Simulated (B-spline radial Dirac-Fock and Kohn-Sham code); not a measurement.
# Relativistic shifts of the levels of Sb³⁷⁺

System: antimony as Sb³⁷⁺, [Ne] 3s2 3p2.

Both columns are ΔSCF binding energies of the configuration average from a radial atomic solver: non-relativistic Hartree-Fock with a point nucleus, and Dirac-Fock with a finite nucleus and the Coulomb interaction alone, averaged over the two j levels with weights 2j+1.

```
shell  Hartree-Fock (eV)  Dirac-Fock (eV)  shift (eV)  shift (%)
   1s            31699.4          32847.3    +1147.89      +3.62
   2s             6545.9           6849.2     +303.29      +4.63
   2p             6273.4           6374.8     +101.45      +1.62
   3s             2578.5           2667.5      +88.98      +3.45
   3p             2493.0           2530.9      +37.86      +1.52
```

Relativity binds 1s, 2s, 2p, 3s, 3p more strongly, among those listed most of all 2s in relative terms.

Values without a named source are computed, but for edge energies of neutral atoms, which are taken from tables.
